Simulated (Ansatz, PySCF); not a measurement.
Ways to break one bond of NB(Cl)Cl:

A. NB(Cl)Cl → [NH]B(Cl)Cl + H atom
B. NB(Cl)Cl → Cl[B]Cl + [NH2] (NH2)

Quantity: bond dissociation energy (enthalpy at 298 K, with B3LYP-D3(BJ) rigid-rotor harmonic-oscillator terms from PySCF), kcal/mol. Each molecule is optimised on its own at B3LYP-D3(BJ)/def2-TZVP (Ansatz, a quantum-chemistry and plane-wave program), one conformer each, not searched for the lowest. Valence correlation only, unless marked. UHF or UKS for open shells. Spin-orbit coupling is left out. Non-relativistic. CBS marks a two-point X^-3 extrapolation of the correlation energy; Hartree-Fock from the larger set.

Task: Rank them by bond dissociation energy at CCSD(T)/CBS(cc-pV(T+d)Z,cc-pV(Q+d)Z) (Ansatz), lowest first.

Result: A (120.0 kcal/mol), B (135.8 kcal/mol)
